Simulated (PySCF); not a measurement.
GeH6O2Si, SMILES [OH][GeH2][SiH2]O. Atoms are numbered in the order given.

```xyz
10

O      1.0046     1.9308     0.0000
Si    -0.5948     1.4675     0.0000
Ge    -0.3405    -0.9234     0.0000
O      1.4806    -0.8033     0.0000
H      1.5958     1.1533     0.0000
H     -1.3220     1.9523     1.2075
H     -1.3220     1.9523    -1.2075
H     -0.7845    -1.7165     1.2545
H     -0.7845    -1.7165    -1.2545
H      1.9600    -1.6411     0.0000
```
Charge 0, spin multiplicity 1.

The structure is a stationary point at B3LYP-D3(BJ)/def2-SVP. This is a generated structure with no PubChem entry under its InChIKey; it may be hypothetical. One conformer was computed; it need not be the lowest.

All values below come from PBE0/def2-TZVP (PySCF).

```yaml
total_energy: -2520.14243 hartree
point_group: Cs
highest_occupied_level: -8.05 eV
lowest_empty_level: -0.82 eV
orbital_gap: 7.23 eV
dipole_moment: 2.49 D
quadrupole, principal values (traceless, Buckingham form, about the centre of nuclear charge): -6.75, -1.66, 8.41 D·Å
mean_static_polarisability: 65.5 bohr³ (9.70 Å³)
polarisability_principal_values: 58.1, 60.6, 77.7 bohr³
```
